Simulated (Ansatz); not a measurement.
SiNH₅O₂, closed shell: at a first-order saddle point.

Input (in.yaml):

```yaml
crystal:
  periodic: [false, false, false]
  atoms:
    - {symbol: Si, position_ang: [-0.746226, -0.067326, 0.044851]}
    - {symbol: N, position_ang: [0.914820, -0.900689, -0.130278]}
    - {symbol: H, position_ang: [-0.237085, -1.602065, 0.195971]}
    - {symbol: O, position_ang: [-0.320874, 0.999186, 1.249211]}
    - {symbol: O, position_ang: [-1.005010, 0.766550, -1.354464]}
    - {symbol: H, position_ang: [1.655564, -0.772676, 0.551710]}
    - {symbol: H, position_ang: [1.261171, -1.183061, -1.039227]}
    - {symbol: H, position_ang: [-0.992263, 1.159357, 1.914394]}
    - {symbol: H, position_ang: [-0.530098, 1.600824, -1.432068]}
basis:
  gaussian: {orbitals: def2-TZVPP}
hamiltonian: {xc: {name: BLYP}, dispersion: d4}
```

Command:

```bash
ansatz run in.yaml --threads 4 --pin off --events-out ev --progress --plain --max-ram 9574MiB
```

What Ansatz 0.2.0 printed:

```
Functional definition: BLYP
  name "BLYP"
  cite "Becke, Phys. Rev. A 38, 3098 (1988) doi:10.1103/PhysRevA.38.3098"
  cite "Lee, Yang & Parr, Phys. Rev. B 37, 785 (1988) doi:10.1103/PhysRevB.37.785"
  parameter beta = 0.0042
  parameter a = 0.04918
  parameter b = 0.132
  parameter c = 0.2533
  parameter d = 0.349
  exchange = b88_x(beta = beta)
  correlation = lyp_c(a = a, b = b, c = c, d = d)
1040 factors; their error is unknown
mean field evaluation 1: about -13523.6782 eV, gradient 1.1e2 eV
mean field evaluation 2: about -13432.1348 eV, gradient 2.2e2 eV
mean field evaluation 4: about -13544.9584 eV, gradient 1.6e1 eV
mean field evaluation 8: about -13545.5312 eV, gradient 3.6e-1 eV
mean field evaluation 16: about -13545.5113 eV, gradient 1.5e-4 eV
mean field -13545.51128106 eV, -497.7883581015 hartree, gradient 4.1e-5 eV, S^2 0.000000; 0 other end points of the search recorded, 0 dependent functions left out
reference -13545.51159863 eV, -497.7883697721 hartree; 21, 21 occupied and 184, 184 virtual orbitals, 1040 factors
Total energy: -13545.86220455 eV, -497.8012543022 hartree
```

The lines “mean field evaluation” count trial sets of orbitals through the whole run, from several starts and some on an approximate energy, so they need not fall steadily or lie above the final value.

Hardware: 4 CPU threads of an Intel Xeon, shared host. Wall time about 1.6 s.
